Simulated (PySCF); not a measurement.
Spectra and structures to be paired. Method used: TDDFT PBE0/def2-SVPD, vertical, gas phase, core orbitals frozen in the response in PySCF. Geometries: PBE0-D3(BJ)/def2-SVP; one conformer of each isolated species. Triplets are in the Tamm–Dancoff approximation. Relativistic effects are left out although some hold elements past zinc.

A. `[H][Ge]([F])([F])[F]`
B. `C=C(F)OC(F)F`
C. `[F][V]([F])([F])([F])[F]`
D. `O=CCC(F)(F)F`

Lowest singlet levels (six at most, fewer where fewer were computed) with oscillator strengths:

1. 173 nm (f 0.025); 164 nm (f 0.410); 156 nm (f 0.020); 148 nm (f 0.002); 144 nm (f 0.004); 139 nm (f 0.009)
2. 291 nm (f 0.000); 161 nm (f 0.005); 151 nm (f 0.062); 146 nm (f 0.017); 143 nm (f 0.025); 140 nm (f 0.091); T1 3.59 eV
3. 131 nm (f 0.000); 129 nm (f 0.245); 128 nm (f 0.002 summed over 2 states); 123 nm (f 0.012 summed over 2 states); 121 nm (f 0.309 summed over 2 states); 116 nm (f 0.023 summed over 2 states); T1 8.12 eV
4. 275 nm (f 0.000); 266 nm (f 0.004 summed over 2 states); 258 nm (f 0.000); 254 nm (f 0.011 summed over 2 states); 250 nm (f 0.000 summed over 2 states); 226 nm (f 0.000); T1 4.05 eV

Problem. Which spectrum belongs to which structure?

Solution. 1 = B, 2 = D, 3 = A, 4 = C.
- A: S1 at 9.49 eV, HOMO-1→LUMO (96%); Löwdin shares by element: HOMO fluorine 36% or more, hydrogen 24%, germanium 23% (atoms not listed hold the other 18%); LUMO germanium 34%, hydrogen 27%, fluorine 26% or more; HOMO -11.54 and LUMO -0.79 eV; point group C3v, 1 of its 10 listed states under f = 0.0005.
- B: S1 at 7.18 eV, HOMO→LUMO+1 (92%); Löwdin shares by element: HOMO carbon 68% or more, oxygen 13%, fluorine 9% or more; LUMO carbon 65% or more, oxygen 9%, fluorine 8% or more (atoms not listed hold the other 18%); HOMO -7.79 and LUMO 0.08 eV.
- C: S1 at 4.50 eV, HOMO→LUMO/LUMO+1 (56%), HOMO-1→LUMO/LUMO+1 (42%); for S1 the Löwdin share of vanadium is at most 6% in HOMO and 75% in LUMO (ligand-to-metal charge transfer by this measure); HOMO -12.42 and LUMO -5.86 eV; point group D3h, 5 of its 9 listed states under f = 0.0005.
- D: S1 at 4.27 eV, HOMO→LUMO (99%); S1 has the pattern of n→π* at C=O; HOMO -8.23 and LUMO -1.52 eV.

A slash joins orbitals within 0.01 eV of each other, whose weights are summed (≥ marks a lower bound).
